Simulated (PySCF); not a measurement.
2-methylpenta-1,4-diene (C6H10), SMILES C(C(C)=C)C=C. Geometry optimised at PBE0-D3(BJ)/def2-SVP. The values are those of a single conformer.

Computed equilibrium geometry at PBE0-D3(BJ)/def2-SVP (PySCF confirms it by a frequency run) as Cartesian coordinates in Å (one conformer of several):
```xyz
16

C      2.5085     0.4204     0.3632
C      1.4916    -0.2662    -0.1576
C      0.2689     0.3501    -0.7732
C     -1.0101     0.0436    -0.0274
C     -1.7414     1.0195     0.5210
C     -1.4105    -1.3989     0.0561
H      2.5130     1.5154     0.3707
H      3.3745    -0.0835     0.8005
H      1.5335    -1.3625    -0.1413
H      0.4021     1.4400    -0.8459
H      0.1656    -0.0318    -1.8074
H     -1.4345     2.0671     0.4556
H     -2.6715     0.8032     1.0543
H     -2.3810    -1.5218     0.5561
H     -0.6651    -1.9888     0.6147
H     -1.4792    -1.8482    -0.9493
```
Charge 0, spin multiplicity 1.
